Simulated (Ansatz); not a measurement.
System: sum formula SiI₂Cl, charge 0, multiplicity 2. It need not be the lowest isomer of its formula. 
Structure (B3LYP-D3(BJ)/def2-TZVP (Ansatz, a first-principles code) minimum search):
```xyz
4

Cl    -0.2949     2.5726    -0.1255
Si    -0.0642     0.6741     0.6586
I      2.0848    -0.2709    -0.1052
I     -1.9732    -0.7324    -0.0285
```
Charge 0, spin multiplicity 2.

Dipole moments at this geometry, in debye (magnitudes).

```
level               program  dipole (D)
------------------  -------  ----------
PBE/def2-TZVPD       Ansatz        0.42
BLYP/def2-TZVPD      Ansatz        0.45
revPBE/def2-TZVPD    Ansatz        0.42
r2SCAN/def2-TZVPD    Ansatz        0.42
B3LYP/def2-TZVPD     Ansatz        0.50
PBE0/def2-TZVPD      Ansatz        0.46
BHLYP/def2-TZVPD     Ansatz        0.56
r2SCANh/def2-TZVPD   Ansatz        0.44
r2SCAN0/def2-TZVPD   Ansatz        0.47
HSE06/def2-TZVPD     Ansatz        0.46
LC-wPBE/def2-TZVPD   Ansatz        0.50
wB97X-V/def2-TZVPD   Ansatz        0.48
CCSD(T)/def2-SVPD    Ansatz        0.50
```
